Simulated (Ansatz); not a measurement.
`[GaH2][NH]B1CS1` + `C=N` → `C=[N][GaH2]` + `NB1CS1` at 700 K and 1 bar (ligand exchange at a Ga–N bond).

Program: Ansatz. Geometries: PBE0-D4/def2-TZVP. ΔE: electronic, gas phase. CCSD(T)/CBS is the MP2 limit (def2-TZVPP, def2-QZVPP) plus CCSD(T) − MP2 in def2-TZVPP, frozen cores. This one scheme is used for every species. For Ga outer-core shells are correlated without core-valence functions, which leaves a few kJ/mol of doubt a bond. Scalar relativity is left out up to krypton. Each species was taken in one conformer, which may not be the lowest.

```
          species  CCSD(T)/CBS energy (Eh)  H − E (kJ/mol)  S (J/(mol·K))
`[GaH2][NH]B1CS1`              -2442.32425           242.1          470.8
            `C=N`                -94.52360           135.6          268.6
    `C=[N][GaH2]`              -2019.05960           166.4          378.6
         `NB1CS1`               -517.77714           211.0          373.4
```

H − E and S are ideal-gas, rigid-rotor, harmonic terms from PBE0-D4/def2-TZVP, for one conformer and one mirror image of each species. 1 Eh = 2625.50 kJ/mol, R = 8.31446 J/(mol·K).

Task: By hand: ΔE, ΔH, ΔS and ΔG.

Result: ΔE = (-2019.05960) + (-517.77714) − (-2442.32425) − (-94.52360) = 0.01111 Eh = 29.2 kJ/mol. Δ(H − E) = 166.4 + 211.0 − 242.1 − 135.6 = -0.3, so ΔH = 28.9 kJ/mol. ΔS = 378.6 + 373.4 − 470.8 − 268.6 = 12.6 J/(mol·K). ΔG = 28.9 − 700 × (12.6)/1000 = 20.1 kJ/mol.

Task: By hand: the equilibrium constant, and the temperature at which ΔG would vanish if ΔH and ΔS stayed fixed.

Result: log₁₀ K = −ΔG/(RT ln 10) = -1.5. ΔG = 0 at ΔH/ΔS = 2294 K, though so small a ΔS makes that figure unsure.

The number of gas molecules stays the same, so ΔS is small and ΔH decides. A doubt of 5 kJ/mol in ΔE shifts log₁₀ K by 0.4 here. Other conformers and mirror images would add mixing entropy, several J/(mol·K) or more a flexible species. These are equilibria of isolated gas molecules and say nothing of rates. Largest T1 diagnostic: 0.017 (customary marks: 0.02 for closed shells, 0.045 for open ones).
